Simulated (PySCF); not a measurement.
A hydrogen-terminated cluster with one unit changed: Si5H12, surface. Isolated molecules, 0 K electronic values unless said otherwise. One relaxed conformer stands for each flexible species; it need not be the lowest. Strings in code marks are SMILES.

The numbers are results of PySCF 2.14.0 with PBE0-D3(BJ)/def2-TZVP // PBE0-D3(BJ)/def2-SVP, not measurements. All candidates: neutral, multiplicity 1. Delta-SCF ions had no search for a lower state. 

```
Item                                       Value
--------------------------------------  --------
HOMO–LUMO gap                            7.02 eV
vertical ionisation energy (Delta-SCF)   9.16 eV
LUMO                                    -0.65 eV
```

Question: Say which member has these values.
(A) `[SiH3][Si]([SiH3])([SiH3])[SiH2]S` (Si–Si–Si–S torsion -59°, Si–Si–S–H torsion -180°)
(B) `C#C[SiH2][Si]([SiH3])([SiH3])[SiH3]`
(C) `F[SiH2][Si]([SiH3])([SiH3])[SiH3]` (F–Si–Si–Si torsion 180°)
(D) `B[SiH2][Si]([SiH3])([SiH3])[SiH3]`

Answer: B, `C#C[SiH2][Si]([SiH3])([SiH3])[SiH3]`. The others give `[SiH3][Si]([SiH3])([SiH3])[SiH2]S` (Si–Si–Si–S torsion -59°, Si–Si–S–H torsion -180°): 6.75 eV, 9.27 eV, -0.76 eV; `F[SiH2][Si]([SiH3])([SiH3])[SiH3]` (F–Si–Si–Si torsion 180°): 6.97 eV, 9.60 eV, -1.06 eV; `B[SiH2][Si]([SiH3])([SiH3])[SiH3]`: 5.08 eV, 9.08 eV, -2.50 eV
